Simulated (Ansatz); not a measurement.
Ansatz (a quantum-chemistry and plane-wave program) input (CCSD(T)/aug-cc-pVDZ):

Ansatz 0.2 input:
```yaml
crystal:
  periodic: [false, false, false]
  atoms:
    - {symbol: C, position_ang: [-1.81506966, -1.94650012, 0.34855626]}
    - {symbol: C, position_ang: [-1.06912808, -0.80710799, 0.93647513]}
    - {symbol: C, position_ang: [-0.48432639, 0.17549636, -0.09443921]}
    - {symbol: C, position_ang: [0.08766033, 1.40904946, 0.61565692]}
    - {symbol: C, position_ang: [0.61973531, 2.49146093, -0.31948032]}
    - {symbol: C, position_ang: [0.51764955, -0.50716187, -1.04126043]}
    - {symbol: C, position_ang: [1.80599488, -0.99919792, -0.38431152]}
    - {symbol: H, position_ang: [-1.89041433, -2.89539129, 0.86077646]}
    - {symbol: H, position_ang: [-2.41186129, -1.80919934, -0.54426639]}
    - {symbol: H, position_ang: [-1.73715533, -0.23167293, 1.59899450]}
    - {symbol: H, position_ang: [-0.27504393, -1.17559742, 1.59360080]}
    - {symbol: H, position_ang: [-1.32046229, 0.51794920, -0.71775459]}
    - {symbol: H, position_ang: [-0.70103503, 1.83558278, 1.24284834]}
    - {symbol: H, position_ang: [0.87952665, 1.09860039, 1.30430748]}
    - {symbol: H, position_ang: [1.48895011, 2.15057234, -0.88405163]}
    - {symbol: H, position_ang: [-0.14293111, 2.79723468, -1.04024331]}
    - {symbol: H, position_ang: [0.92080836, 3.37822442, 0.24119655]}
    - {symbol: H, position_ang: [0.01455993, -1.35421607, -1.51482669]}
    - {symbol: H, position_ang: [0.76898950, 0.18394638, -1.84937933]}
    - {symbol: H, position_ang: [2.37597333, -0.18019934, 0.05813420]}
    - {symbol: H, position_ang: [1.60575169, -1.72729981, 0.40365817]}
    - {symbol: H, position_ang: [2.44924811, -1.48476687, -1.12017564]}
basis:
  gaussian:
    orbitals: aug-cc-pVDZ
magnetization: {spin_polarized: true, initial_magnetization: 1}
correlation: {method: ccsd_t, electrons: outside_noble_gas}
output: {forces: true}
```

End of the output:

```
Atom 8 at    -2.411861    -1.809199    -0.544266 Å, force    -0.300003     0.067804    -0.433616 eV/Å
Atom 9 at    -1.737155    -0.231673     1.598995 Å, force    -0.270879     0.231582     0.247761 eV/Å
Atom 10 at    -0.275044    -1.175597     1.593601 Å, force     0.363897    -0.161262     0.275750 eV/Å
Atom 11 at    -1.320462     0.517949    -0.717755 Å, force    -0.386248     0.157695    -0.282020 eV/Å
Atom 12 at    -0.701035     1.835583     1.242848 Å, force    -0.362810     0.192878     0.268445 eV/Å
Atom 13 at     0.879527     1.098600     1.304307 Å, force     0.360165    -0.154428     0.307584 eV/Å
Atom 14 at     1.488950     2.150572    -0.884052 Å, force     0.403403    -0.167353    -0.247568 eV/Å
Atom 15 at    -0.142931     2.797235    -1.040243 Å, force    -0.354092     0.126001    -0.314642 eV/Å
Atom 16 at     0.920808     3.378224     0.241197 Å, force     0.130274     0.386732     0.254347 eV/Å
Atom 17 at     0.014560    -1.354216    -1.514827 Å, force    -0.228044    -0.382876    -0.219371 eV/Å
Atom 18 at     0.768989     0.183946    -1.849379 Å, force     0.112351     0.320684    -0.370389 eV/Å
Atom 19 at     2.375973    -0.180199     0.058134 Å, force     0.257276     0.388565     0.192732 eV/Å
Atom 20 at     1.605752    -1.727300     0.403658 Å, force    -0.101744    -0.339557     0.357345 eV/Å
Atom 21 at     2.449248    -1.484767    -1.120176 Å, force     0.280373    -0.214897    -0.329929 eV/Å
Dipole moment:     0.004135     0.049938     0.018146 e Å
```

It need not be the lowest isomer of its formula.
